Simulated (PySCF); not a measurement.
Silicon dioxide molecule, O2Si, SMILES [Si](=O)=O (PBE0/def2-SVP optimised geometry):

```
3

O     -1.518     0.000     0.000
Si     0.000     0.000     0.000
O      1.518     0.000     0.000
```

Calculation: PySCF with PBE0/def2-TZVP.

Problem. What are the frontier orbital energies and the dipole moment?

Solution. HOMO-2 -10.95 eV, HOMO-1 -9.92 eV, HOMO -9.92 eV, LUMO -3.52 eV, LUMO+1 -0.74 eV; dipole moment 0.00 D.

Meta-Löwdin charges at PBE0/def2-TZVP: O1 -0.72, Si2 1.45, O3 -0.72.
